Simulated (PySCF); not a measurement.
Species: C8H8Cl2.
Numbering: `[CH2:1]=[C:2]([Cl:3])/[CH:4]=[C:5](\[Cl:6])[C:7]#[C:8][CH2:9][CH3:10]` (hydrogens: H11, H12 on C1; H13 on C4; H14, H15 on C9; H16, H17, H18 on C10)

Cartesian coordinates in Å at the PBE0-D3(BJ)/def2-SVP level; atoms count from 1:
```
atom  x, y, z in Å
C1    -4.2657   -1.1546    0.7982
C2    -3.5224   -0.0340    0.8397
Cl3   -4.3269    1.4717    1.1493
C4    -2.0876   -0.0744    0.6304
C5    -1.1121    0.8656    0.6192
Cl6   -1.3526    2.5635    0.8861
C7     0.2427    0.5180    0.3766
C8     1.4081    0.2402    0.1686
C9     2.8125   -0.0604   -0.0672
C10    3.7536    1.0447    0.4111
H11   -3.7913   -2.1187    0.6050
H12   -5.3442   -1.1235    0.9549
H13   -1.7184   -1.0861    0.4409
H14    2.9596   -0.2412   -1.1464
H15    3.0604   -1.0127    0.4324
H16    4.7988    0.7759    0.1996
H17    3.5326    1.9956   -0.0947
H18    3.6511    1.2079    1.4936
```

Method used: PBE0-D3(BJ)/def2-SVP geometry optimisation, gas phase in PySCF 2.14.0.

Take the most abundant isotopes and a rigid rotor. The values belong to one conformer with, in the numbering `[CH2:1]=[C:2]([Cl:3])/[CH:4]=[C:5](\[Cl:6])[C:7]#[C:8][CH2:9][CH3:10]`, C1–C2–C4–C5 180°.

Q: What are A, B and C (MHz)?

A: Ia = 231.94, Ib = 1287.65, Ic = 1509.31 u·Å²; 505379 MHz·u·Å²/I gives A = 2179, B = 392.5, C = 334.8 MHz.

Q: Classify the top.

A: A near-prolate asymmetric top; Ray's κ = -0.937.

Q: What does the inertial defect say?

A: Not planar: Δ = Ic − Ia − Ib = -10.28 u·Å². For a rigid frame Δ = −2 Σ m c², so Σ m c² = 5.14 u·Å² lies off the ab plane: 3.55 from hydrogen and 1.59 from heavier atoms. The atom farthest from that plane is 1.30 Å away.

Q: Which lines would a microwave search look for?

A: The dipole components are |μa| = 2.15 D, |μb| = 2.23 D, |μc| = 0.01 D. Intensities carry the squares of the components, which stand as 0.92 : 1.00 : 0.00 (a : b : c). Some lines, for components of 0.1 D or more:

| type | branch | J(Ka,Kc) | MHz | lower level (cm⁻¹) |
| --- | --- | --- | --- | --- |
| a | R | 2(1,1) ← 1(1,0) | 1512 | 0.086 |
| b | Q | 2(1,1) ← 2(0,2) | 1903 | 0.073 |
| b | Q | 3(1,2) ← 3(0,3) | 1994 | 0.145 |
| a | R | 3(0,3) ← 2(0,2) | 2176 | 0.073 |
| a | R | 3(2,2) ← 2(2,1) | 2182 | 0.315 |
| a | R | 3(2,1) ← 2(2,0) | 2187 | 0.315 |
| b | Q | 2(2,1) ← 2(1,2) | 5532 | 0.130 |
| b | R | 2(2,0) ← 1(1,1) | 6931 | 0.084 |
| b | Q | 3(3,0) ← 3(2,1) | 9070 | 0.388 |
| b | Q | 3(3,1) ← 3(2,2) | 9077 | 0.388 |
| b | R | 3(3,1) ← 2(2,0) | 11258 | 0.315 |
| b | R | 3(3,0) ← 2(2,1) | 11259 | 0.315 |

Q: Estimate the classical rotational partition function at 50 K, 200 K and 500 K.

A: Point group C1, symmetry number σ = 1; q = (√π/σ)·√((kT/h)³/(ABC)), k/h = 20836.6 MHz/K: 111000 at 50 K, 891000 at 200 K, 3520000 at 500 K.

PBE0-D3(BJ)/def2-SVP frequencies: not computed here. Zero-point vibration and centrifugal distortion are left out. A rigid rotor knows nothing of internal rotation, which can split or shift real lines. Quadrupole hyperfine structure (35Cl) is left out.

The run took 2.3 min on Arm Neoverse V2, one thread (shared host). These figures are those of the optimisation.
